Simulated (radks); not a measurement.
Values are calculated unless marked as measured or tabulated.
Ionisation of the gold ion Au+, [Xe] 4f14 5d10, to [Xe] 4f14 5d9 as the strength of local exchange is varied. Level of theory: scalar-relativistic Kohn-Sham, Slater X-alpha exchange (alpha = 2/3 is LDA exchange), no correlation, spin-unpolarised, spherical densities, point nucleus (a radial shooting solver on a logarithmic mesh with Libxc functionals).

\begin{tabular}{lrrrrr}
alpha & E(Au+) (hartree) & exchange (hartree) & IE (eV) & -e of the level emptied (eV) & <r> of it (bohr) \\ \hline
0.64 & -18978.9805 & -329.2864 & 19.616 & 13.849 (5d) & 1.598 \\
0.667 & -18992.9562 & -343.4489 & 20.053 & 14.238 (5d) & 1.588 \\
0.7 & -19010.0526 & -360.7884 & 20.595 & 14.722 (5d) & 1.577 \\
0.747 & -19034.4304 & -385.5404 & 21.381 & 15.428 (5d) & 1.561 \\
0.766 & -19044.2947 & -395.5653 & 21.704 & 15.718 (5d) & 1.555 \\
0.77 & -19046.3721 & -397.6772 & 21.773 & 15.780 (5d) & 1.553 \\
\end{tabular}

NIST Atomic Spectra Database: 20.20 eV (measured). The Delta-SCF value meets it near alpha = 0.68. Spin polarisation and multiplet splitting are left out, so open shells lie too high by an amount that depends on their filling. Spin-orbit splitting is averaged out at the scalar-relativistic level.

Beside tabulated values, note that spin-unpolarised runs miss the spin-polarisation part of the exchange energy of open shells.
